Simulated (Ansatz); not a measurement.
Relaxation of K₅H₅ (charge 0, singlet) with RKS PBE-D4/def2-SVP in Ansatz.

Positions (Å) and forces (eV/Å) at steps 29, 31, 32 of 32:

```xyz
10
step=29 energy=-81663.7330 eV rejected
K     3.583    1.707   -2.964    0.004    0.006    0.009
K    -2.001    0.073    1.083    0.038   -0.052   -0.002
K     1.753   -0.775    0.486   -0.072   -0.027    0.038
K     0.313    2.995    0.181   -0.005   -0.022    0.000
K    -0.739    0.168   -2.542   -0.015   -0.035    0.008
H    -0.611   -1.480   -0.502    0.027    0.038   -0.109
H    -0.463   -2.630    1.261   -0.037    0.103   -0.126
H    -1.773    1.814   -0.834   -0.025    0.045   -0.002
H    -0.373   -2.823    2.010    0.039   -0.103    0.185
H     0.312    0.951    1.820    0.047    0.046   -0.002
10
step=31 energy=-81663.7444 eV rejected
K     3.574    1.708   -2.868    0.015    0.007   -0.020
K    -1.949    0.050    1.086    0.004   -0.012    0.014
K     1.741   -0.798    0.474   -0.006   -0.020    0.026
K     0.317    2.987    0.139   -0.010    0.000    0.009
K    -0.793    0.160   -2.563   -0.005   -0.004    0.017
H    -0.582   -1.485   -0.548   -0.009    0.032   -0.051
H    -0.482   -2.592    1.280    0.003    0.010   -0.011
H    -1.818    1.825   -0.817    0.003   -0.002   -0.017
H    -0.377   -2.831    2.019    0.002   -0.020    0.037
H     0.371    0.975    1.797    0.005    0.009   -0.004
10
step=32 energy=-81663.7474 eV
K     3.599    1.726   -2.901    0.001    0.001   -0.002
K    -1.968    0.052    1.056   -0.003   -0.001    0.007
K     1.713   -0.826    0.477    0.005   -0.001    0.002
K     0.318    2.985    0.154   -0.001    0.000    0.001
K    -0.788    0.201   -2.582   -0.001    0.001    0.001
H    -0.606   -1.459   -0.595   -0.001   -0.002   -0.004
H    -0.467   -2.630    1.346   -0.001   -0.001   -0.002
H    -1.817    1.849   -0.830    0.001    0.000   -0.007
H    -0.338   -2.855    2.083   -0.002   -0.002    0.001
H     0.355    0.959    1.791    0.002    0.004    0.002
```

The restricted singlet is unstable towards broken spin symmetry in Hartree–Fock (as tested in another run); at PBE-D4/def2-SVP this wasn't settled. In the singlet, H7 and H9 lie 0.78 Å apart (atoms count from 1), so H2 has formed as a molecule. Another isomer (singlet) lies 0.27 eV lower at PBE0-D4/def2-TZVP; other spin states weren't run for this one.
